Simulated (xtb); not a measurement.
xtb input:

```bash
xtb mol.xyz --gfn 1 --opt tight --chrg 0 --uhf 0
```
mol.xyz:
```
2

Ge    -0.00000000    -0.00000000    -0.67615959
S      0.00000000     0.00000000     1.35231918
```

Q: Predict the final energy.

A: -5.36806 Eh (GFN1-xTB).
